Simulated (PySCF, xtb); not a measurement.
H4OSn, SMILES [OH][SnH3].

xtb 6.7.1 with GFN2-xTB at its own geometry gives an orbital gap of 6.86 eV and a dipole moment of 1.71 D.

Coordinates come from a B3LYP-D3(BJ)/def2-TZVP optimisation. The def2 effective core potentials stand for the cores of Sn; spin–orbit coupling is left out.

**Question.** What does r2SCAN/def2-TZVPD (PySCF) give? (The exact figures need the calculation; the answer reports its results.)

**Answer.** gap 5.97 eV (levels -7.00 and -1.03 eV), dipole 1.67 D.
